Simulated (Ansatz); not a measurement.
Molecule: C$_{4}$H$_{3}$NOS (charge 0, singlet). SMILES: O=Cc1cscn1
Geometry from a B3LYP-D3(BJ)/def2-TZVP (Ansatz, a program for electronic structure) optimisation:
```
C
C 1 1.3706
N 1 1.3750 2 115.22
C 3 1.2936 1 110.89 2 0.00
H 2 1.0770 1 127.19 3 -180.00
H 4 1.0802 3 124.44 1 -180.00
C 1 1.4725 2 125.19 5 0.00
O 7 1.2083 1 124.08 2 0.00
H 7 1.1058 8 122.04 1 -180.00
S 2 1.7045 5 122.87 1 180.00
```
Charge 0, spin multiplicity 1.

Property: atomisation energy (electronic, to ground-state atoms), in kcal/mol. Correlated levels leave the core frozen unless marked. Open shells are spin-unrestricted. No spin-orbit coupling. Non-relativistic. The coupled-cluster limit lacks core correlation, which all-electron functionals hold. CBS(X,Y): correlation extrapolated as X^-3; Hartree-Fock from the larger set.

```tsv
level	program	atomisation energy (kcal/mol)	minus last row
HF/6-31G*	Ansatz	723.7	-375.1
HF/aug-cc-pV(Q+d)Z	Ansatz	734.4	-364.4
BLYP-D4/def2-TZVPD	Ansatz + dftd4	1118.3	19.5
r2SCANh-D4/def2-TZVPD	Ansatz + dftd4	1099.3	0.5
HSE06-D3(BJ)/def2-TZVPD	Ansatz + dftd3	1123.0	24.2
wB97X-V/def2-TZVPD	Ansatz	1105.3	6.5
wB97X/def2-TZVPD	Ansatz	1100.5	1.7
RPA@PBE/cc-pV(T+d)Z	Ansatz	1007.1	-91.7
RPA@PBE/cc-pV(Q+d)Z	Ansatz	1024.8	-74.0
MP2/6-31G*	Ansatz	1046.5	-52.3
RI-MP2/cc-pV(Q+d)Z	Ansatz	1130.0	31.2
RI-MP2/CBS(cc-pV(T+d)Z,cc-pV(Q+d)Z)	Ansatz	1144.8	46.0
CCSD(T)/aug-cc-pV(T+d)Z	Ansatz	1069.1	-29.7
CCSD(T)/cc-pV(Q+d)Z	Ansatz	1083.8	-15.0
CCSD(T)/CBS(aug-cc-pV(T+d)Z,aug-cc-pV(Q+d)Z)	Ansatz	1098.8	0.0
```

The Hartree-Fock reference is unstable (checked in the largest basis), which strains HF and MP2.
